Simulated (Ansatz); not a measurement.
Energy needed to pull apart GeBrF (SMILES [F][Ge][Br]), closed shell, into free ground-state atoms, from the structure below (displaced at random from a GFN2-xTB minimum); no zero-point or spin–orbit terms; open-shell atoms are treated unrestricted, in their ground-state multiplicity.

F1  (-0.760, 1.245, -0.197)
Ge2  (-0.652, -0.579, -0.436)
Br3  (1.465, -0.804, 0.629)
(Å)

Ansatz 0.2.0; basis: def2-TZVPP; cores frozen in the correlated methods. Filled d shells of the heavier atoms are correlated. The def2 sets are not built for correlating such inner shells, so the correlated values are less sure here.

```json
{"method": "PBE-D4", "atomization energy (eV)": "9.62"}
{"method": "r2SCAN-D4", "atomization energy (eV)": "9.25"}
{"method": "PBE0-D4", "atomization energy (eV)": "9.03"}
{"method": "r2SCAN0-D4", "atomization energy (eV)": "8.75"}
{"method": "HSE06-D4", "atomization energy (eV)": "9.04"}
{"method": "wB97M-V", "atomization energy (eV)": "?"}
{"method": "HF", "atomization energy (eV)": "5.85"}
{"method": "MP2", "atomization energy (eV)": "9.23"}
{"method": "CCSD", "atomization energy (eV)": "?"}
{"method": "CCSD(T)", "atomization energy (eV)": "8.77"}
```

Question: What does wB97M-V give? (To be estimated.)

Answer: By the calculation: 9.05 eV, which is about 0.28 eV more than CCSD(T)/def2-TZVPP.

Question: What does CCSD give? (To be estimated.)

Answer: The calculation gives: 8.47 eV, which is about 0.30 eV less than CCSD(T)/def2-TZVPP.

In triple zeta the MP2 and coupled-cluster atomization energies are still short of their basis limit by a few kcal/mol a bond, whereas those of the functionals are nearly converged, so these differences are not deviations from converged CCSD(T).

T1 diagnostic: at most 0.014.

For scale, one of the runs: CCSD(T)/def2-TZVPP forces, 127 basis functions (an equivalent command: `ansatz run in.yaml --threads 4`). Hardware: 4 CPU threads, shared host. Wall time 66 s; peak host memory 1 GiB.
